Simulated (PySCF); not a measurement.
Compound: (HMg-mu-Cl)2.
Bonds: Mg1–Cl3, Mg1–Cl6, Cl3–Mg4, Mg4–Cl6. Hydrogens: H2 on Mg1; H5 on Mg4.

The calculation used PySCF 2.14.0, PBE0-D3(BJ)/def2-SVP geometry optimisation, gas phase.

Problem. What internal coordinates does the optimisation give?

Solution. 
| bond | length (pm) |
| --- | --- |
| Mg1–H2, Mg4–H5 | 168.9 |
| Mg1–Cl3 and 3 like bonds | 239.9 |

Bonds in one row agree within 1 pm and their mean is given. A selection of angles:
| angle | degrees |
| --- | --- |
| H2–Mg1–Cl3 | 134.8 |
| Cl3–Mg1–Cl6 | 90.2 |
| Mg1–Cl3–Mg4 | 89.8 |

Torsions: Cl6–Mg1–Cl3–Mg4 0° (synperiplanar); Cl3–Mg1–Cl6–Mg4 0° (synperiplanar); Mg1–Cl3–Mg4–Cl6 0° (synperiplanar); Cl3–Mg4–Cl6–Mg1 0° (synperiplanar).

All 4 Cl–Mg bonds measure 2.398 to 2.400 Å. The 4 heavy atoms lie in one plane (0.001 Å rms). Mg1 (magnesium bonded to 2 Cl and H) is planar (angles 135.0°, 134.8° and 90.2°, sum 360.0°, 0.00 Å off the plane of its three neighbours).

Point group: D2h (tolerance 0.08 Å). Not checked by PBE0-D3(BJ)/def2-SVP frequencies. One conformer, not necessarily the lowest.

On an x86-64 server with one thread, shared host, this took 48 s of wall time. This is the geometry optimisation.
